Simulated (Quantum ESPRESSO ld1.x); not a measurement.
The numbers below are computed, except where a source is named.
Question: These are the eigenvalues of the occupied orbitals of an atom or ion with whole-number occupations (eV). Code: ld1.x of Quantum ESPRESSO 7.5. Model: scalar-relativistic Kohn-Sham, LDA (Slater exchange, Perdew-Wang correlation), spin-polarised, spherical densities, point nucleus.

| orbital | eigenvalue |
|---|---|
| 1s up | -37376.1 |
| 2s up | -9142.61 |
| 3d up | -3782.26 |

Which element is it, and in what charge state? The configuration may be excited. Open shells, if any, are filled with parallel spins first.

Answer: Z = 52, tellurium, charge +49: Te49+ in 1s1 2s1 3d1. The list shows which subshells hold electrons but not how many an open one holds; the 1s level, -1373.5 hartree, gives Z - s = 52.4 by -(Z - s)^2/2, which with screening and relativity narrows Z to a few neighbours, and the depths of the outer levels then fix element, charge and occupations together.
